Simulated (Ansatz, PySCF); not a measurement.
GeH7NSi2, SMILES [NH]1[SiH2][SiH2][GeH2]1. Atoms are numbered in the order given.

```xyz
11

N     -1.4380    -0.2543     0.0000
Si    -0.5421    -1.7530     0.0000
Si     1.4488    -0.5155     0.0000
Ge    -0.2348     1.1649     0.0000
H     -2.4481    -0.1570     0.0000
H     -0.7732    -2.6192     1.1986
H     -0.7732    -2.6192    -1.1986
H      2.3018    -0.5807    -1.2209
H      2.3018    -0.5807     1.2209
H     -0.3943     2.0543    -1.2492
H     -0.3943     2.0543     1.2492
```
Charge 0, spin multiplicity 1.

Geometry: ωB97X-D3(BJ)/def2-SVP. The structure was generated by enumeration, and PubChem lists no compound with its InChIKey, so it may never have been made.

Two levels are set side by side: PBE-D3(BJ)/def2-SVP (Ansatz, a first-principles code) and ωB97X-D3(BJ)/def2-SVP (PySCF). Each level has its own optimised geometry; the coordinates shown are those of the second. Frequencies come from the Hessian of PySCF at each geometry. Differences are taken from unrounded values.

```csv
quantity,ωB97X-D3(BJ),PBE-D3(BJ),PBE-D3(BJ) minus ωB97X-D3(BJ)
mean bond length (Å),1.673,1.690,0.017
bond N1–Si2 (Å),1.746,1.759,0.013
bond N1–Ge4 (Å),1.861,1.881,0.021
bond Si2–Si3 (Å),2.344,2.366,0.022
bond Si3–Ge4 (Å),2.379,2.410,0.031
bond N1–H5 (Å),1.015,1.024,0.009
bond Si2–H6 (Å),1.497,1.512,0.015
bond Si2–H7 (Å),1.497,1.512,0.015
bond Si3–H8 (Å),1.491,1.504,0.014
bond Si3–H9 (Å),1.491,1.504,0.014
bond Ge4–H10 (Å),1.542,1.560,0.018
bond Ge4–H11 (Å),1.542,1.560,0.018
highest harmonic wavenumber (cm⁻¹),3657,3513,-144
mean harmonic wavenumber (cm⁻¹),1095,1036,-60
zero-point energy (kcal/mol),42.28,39.97,-2.31
```

GGA bonds tend to be longer and softer than those of functionals with exact exchange. Differences between two approximate levels are no errors against the true value.
